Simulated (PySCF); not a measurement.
## How the method moves the HOMO and LUMO of `CO[Si@H](C)P`

Species: C2H9OPSi.
Geometry (PBE0-D3(BJ)/def2-SVP, Å), atoms numbered from 1 in this order:
```xyz
14
C2H9OPSi angstrom
C      1.7222   -1.4909    0.1619
O      0.3583   -1.2561   -0.0352
Si    -0.3907    0.2029    0.2661
C     -2.1670    0.0306   -0.2656
P      0.6214    1.8210   -0.9705
H      1.9310   -2.5566   -0.0180
H      2.0448   -1.2522    1.1931
H      2.3477   -0.9025   -0.5361
H     -0.2928    0.5130    1.7305
H     -2.6331   -0.8252    0.2467
H     -2.7399    0.9371   -0.0164
H     -2.2345   -0.1384   -1.3508
H     -0.2379    2.8357   -0.4427
H      1.6439    2.0743   -0.0039
```

Basis pcSseg-1 throughout (PySCF), one geometry. The structure is a single PBE0-D3(BJ)/def2-SVP conformer in the gas phase; no vibrational or solvent corrections.

Task: How do the orbital energies, the gap and the dipole change with the method?

Result: 
```json
{"method": "BLYP", "kind": "GGA", "HOMO (eV)": "-5.90", "LUMO (eV)": "-0.26", "gap (eV)": "5.64", "μ (D)": "0.93", "SCF cycles": "15"}
{"method": "B97-D", "kind": "GGA", "HOMO (eV)": "-6.05", "LUMO (eV)": "-0.29", "gap (eV)": "5.76", "μ (D)": "1.01", "SCF cycles": "14"}
{"method": "PBE", "kind": "GGA", "HOMO (eV)": "-6.05", "LUMO (eV)": "-0.40", "gap (eV)": "5.65", "μ (D)": "1.03", "SCF cycles": "15"}
{"method": "OPBE", "kind": "GGA", "HOMO (eV)": "-6.06", "LUMO (eV)": "-0.27", "gap (eV)": "5.79", "μ (D)": "1.12", "SCF cycles": "14"}
{"method": "KT2", "kind": "GGA", "HOMO (eV)": "-6.13", "LUMO (eV)": "-0.51", "gap (eV)": "5.63", "μ (D)": "1.02", "SCF cycles": "14"}
{"method": "LDA", "kind": "LDA", "HOMO (eV)": "-6.14", "LUMO (eV)": "-0.58", "gap (eV)": "5.56", "μ (D)": "1.12", "SCF cycles": "14"}
{"method": "KT3", "kind": "GGA", "HOMO (eV)": "-6.15", "LUMO (eV)": "-0.42", "gap (eV)": "5.73", "μ (D)": "0.98", "SCF cycles": "14"}
{"method": "BP86", "kind": "GGA", "HOMO (eV)": "-6.16", "LUMO (eV)": "-0.48", "gap (eV)": "5.69", "μ (D)": "1.04", "SCF cycles": "14"}
{"method": "B3LYP", "kind": "global hybrid", "HOMO (eV)": "-7.02", "LUMO (eV)": "0.28", "gap (eV)": "7.29", "μ (D)": "1.03", "SCF cycles": "13"}
{"method": "B97-2", "kind": "global hybrid", "HOMO (eV)": "-7.02", "LUMO (eV)": "0.46", "gap (eV)": "7.48", "μ (D)": "1.11", "SCF cycles": "12"}
{"method": "PBE0", "kind": "global hybrid", "HOMO (eV)": "-7.25", "LUMO (eV)": "0.48", "gap (eV)": "7.73", "μ (D)": "1.14", "SCF cycles": "12"}
{"method": "mPW1PW91", "kind": "global hybrid", "HOMO (eV)": "-7.28", "LUMO (eV)": "0.48", "gap (eV)": "7.76", "μ (D)": "1.14", "SCF cycles": "12"}
{"method": "BHandHLYP", "kind": "global hybrid", "HOMO (eV)": "-8.28", "LUMO (eV)": "1.40", "gap (eV)": "9.67", "μ (D)": "1.12", "SCF cycles": "12"}
{"method": "CAM-B3LYP", "kind": "range-separated hybrid", "HOMO (eV)": "-8.51", "LUMO (eV)": "1.54", "gap (eV)": "10.05", "μ (D)": "1.11", "SCF cycles": "12"}
{"method": "wB97X-D", "kind": "range-separated hybrid", "HOMO (eV)": "-9.08", "LUMO (eV)": "2.23", "gap (eV)": "11.32", "μ (D)": "1.20", "SCF cycles": "13"}
{"method": "LC-wPBE", "kind": "range-separated hybrid", "HOMO (eV)": "-9.85", "LUMO (eV)": "2.71", "gap (eV)": "12.56", "μ (D)": "1.26", "SCF cycles": "13"}
{"method": "HF", "kind": "Hartree–Fock", "HOMO (eV)": "-9.87", "LUMO (eV)": "3.62", "gap (eV)": "13.50", "μ (D)": "1.22", "SCF cycles": "10"}
```

The HOMO spans 3.97 eV, from BLYP down to HF, and the gap runs from 5.56 eV (LDA) to 13.50 eV (HF). Over the methods BLYP (0 %), B97-D (0 %), PBE (0 %), OPBE (0 %), KT2 (0 %), LDA (0 %), KT3 (0 %), BP86 (0 %), B3LYP (20 %), B97-2 (21 %), PBE0 (25 %), mPW1PW91 (25 %), BHandHLYP (50 %), HF (100 %), a straight line through the gap against the share of exact exchange rises by 0.79 eV for each 10 % (correlation coefficient 0.999). The dipole ranges from 0.93 D (BLYP) to 1.26 D (LC-wPBE). This basis has no diffuse functions.
